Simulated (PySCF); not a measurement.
C3H9B, charge +1, doublet (typed; the unrestricted solution is spin-contaminated), at a GFN2-xTB geometry (a state made from the parent by changing its charge; the spin is typed, not shown lowest), with bond 7-6 at 1.6 times its length. Base run: HF/STO-3G (PySCF).

Geometry (Å):
```xyz
13

B     -0.0565     0.0552    -0.0536
C      1.5141    -0.1379    -0.2262
H      2.0276    -0.8550     0.4056
H      1.9410     0.8485    -0.0342
H      1.6553    -0.4316    -1.2682
C     -0.4920    -0.7695     1.2363
H     -1.8525    -1.7389     0.7255
H     -0.7981    -0.0138     1.9626
H      0.2335    -1.4199     1.7135
C     -0.9761     0.8646    -0.9655
H     -1.8539     1.2836    -0.4671
H     -1.3635     0.2327    -1.7699
H     -0.4933     1.7120    -1.4590
```
Charge +1, spin multiplicity 2.
Orbitals are unrestricted.
All else is at PySCF's defaults.
Base energy -141.42764 Eh.

Variants of this job, named by their change:

```tsv
change	ΔE vs base (µEh)	SCF cycles	<S^2>
base	0.0	16	0.854
conv_tol = 1e-7	0.0	13	0.854
diis = off; damp = 0.6 (with mf.diis_start_cycle = 200; with mf.max_cycle = 150)	0.0	119	0.854
level_shift = 0.5 (with mf.max_cycle = 100)	0.0	30	0.854
init_guess = huckel	0.0	17	0.854
init_guess = atom	0.0	16	0.854
DIIS = ADIIS	0.0	49	0.854
level_shift = 0.1 (with mf.max_cycle = 100)	0.0	17	0.854
conv_tol_grad = 1e-3	0.0	16	0.854
conv_tol = 1e-4	45.1	9	0.864
level_shift = 1.0 (with mf.max_cycle = 100)	0.0	44	0.854
conv_tol = 1e-11	0.0	19	0.854
init_guess = 1e	0.0	23	0.854
```

Open shells are given as the SCF converged; they aren't shown to be the lowest states, and a large step between rows can be another state.
